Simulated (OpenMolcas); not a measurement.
## Kr+: from RASSCF to RASPT2

```json
{
  "Program": "OpenMolcas",
  "Basis": "ANO-RCC [9s8p6d4f2g]",
  "Scalar Hamiltonian": "DKH2, point nucleus",
  "Active space": "7 electrons in 9 orbitals (RAS2 4s 4p; RAS3 4d, at most 2 electrons)",
  "State averaging": "2S+1 = 2 odd, 3 roots; 2S+1 = 2 even, 1 root",
  "Spin-orbit coupling": "RASSI with atomic mean-field integrals over the reference wave functions, term energies averaged over their components"
}
```

Methods on the same reference wave functions:
A. RASSCF
B. SS-RASPT2, IPEA 0.25 Eh, imaginary shift 0.1 Eh (closed shells correlated: 3d)

Energies in cm-1 above 4s2 4p5 2P* 3/2, the measured ground level; measured values from NIST Handbook of Basic Atomic Spectroscopic Data.

```tsv
Level	A	B	Measured
4s2 4p5 2P* 3/2	0.0	0.0	0.0
4s2 4p5 2P* 1/2	4847	4847	5370
4s 4p6 2S 1/2	112012	111418	109000
```

Deviations, from unrounded energies. A percentage is the sum of absolute deviations over the sum of measured energies, with the sign that they share, or ± where signs differ.

```
                  Against measurement  Levels     A     B
       mean absolute deviation (cm-1)       2  1800  1500
fine structure of the ground term (%)       1  -9.7  -9.7
             other configurations (%)       1  +2.8  +2.2
```

B lies closest to measurement on these levels. The largest miss of B in the table is 4s 4p6 2S 1/2, by +2400 cm-1. The ranking rests on the paired levels alone, and a cruder setting can come out closer through cancelling errors.

The lowest spin-free term lies below A's lowest term by 0.302 hartree in B.

Configurations are named by rounded mean occupations; where the s occupation lies near a half they are strongly mixed, a name can repeat and a true partner stay unpaired. Some terms take much of their weight from 4d, a shell meant for correlation, so their names are nominal. Some terms mix strongly with configurations of 4d, whose occupation reaches 0.36 (4s 4p6 2S). Without dynamic correlation excited terms often stand tens of per cent too high (terms of higher spin than the ground term too low), and those without a measured partner can miss by more than the paired ones (holds for A). Measured partners are found by configuration, term and J. A level has none where our copy of the source lacks it or the pairing is in doubt (some pairs that miss far off the trend of their configuration count as doubtful), and it then counts in no deviation. Levels of configurations outside the active space are missing.

* marks odd parity.
